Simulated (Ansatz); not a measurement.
`C[S][Sn]([F])([F])[F]` + `C#N` → `N#[C][Sn]([F])([F])[F]` + CH₃SH  (formal exchange of groups at the Sn–S bond)

Calculated with Ansatz (gas phase, PBE0-D4/def2-TZVP geometries, no zero-point term in ΔE). CCSD(T)/CBS is the MP2 limit (def2-TZVPP, def2-QZVPP) plus CCSD(T) − MP2 in def2-TZVPP, frozen cores. This one scheme is used for every species. Functionals use def2-TZVPP. HSE06 is defined as in plane-wave codes. Elements past krypton have def2 core potentials. For Sn outer-core shells are correlated without core-valence functions, which leaves a few kJ/mol of doubt a bond. One conformer a species, not always the lowest.

(1) Is it downhill or uphill in electronic energy at CCSD(T)/CBS, and by how much? (An estimate is asked.)

(2) What do these levels give: HSE06-D4, ωB97X-V, ωB97M-V, r2SCANh, HSE06, BHLYP, LC-ωPBE, RPA@PBE/def2-TZVPP, CCSD/def2-SVP, CCSD/def2-TZVPP, CCSD(T)/def2-TZVPP, HF/CBS(def2)? (Estimate.)

Largest T1 diagnostic among the species: 0.015.

Results:

(1) The calculation gave: Uphill: ΔE = +75.3 kJ/mol.

(2) Computed: HSE06-D4 79.5, ωB97X-V 71.7, ωB97M-V 73.8, r2SCANh 78.9, HSE06 76.1, BHLYP 72.2, LC-ωPBE 68.4, RPA@PBE/def2-TZVPP 59.3, CCSD/def2-SVP 67.5, CCSD/def2-TZVPP 64.2, CCSD(T)/def2-TZVPP 65.4, HF/CBS(def2) 62.4 kJ/mol.

The D4 term adds +6.2 kJ/mol with B3LYP and +3.5 kJ/mol with PBE0; it sums over pairs of atoms, weighted by their polarisabilities, and B3LYP, whose exchange is more repulsive, gets the larger term. Leaving LDA and LC-ωPBE aside and taking each functional with its dispersion term where it has one, the values, not all of them listed here, spread over 12.0 kJ/mol, from ωB97X-V to BLYP-D4. LDA lies +5.3 kJ/mol from PBE without D4.

B3LYP here is the variant with VWN-RPA as its local correlation; programs differ in this.
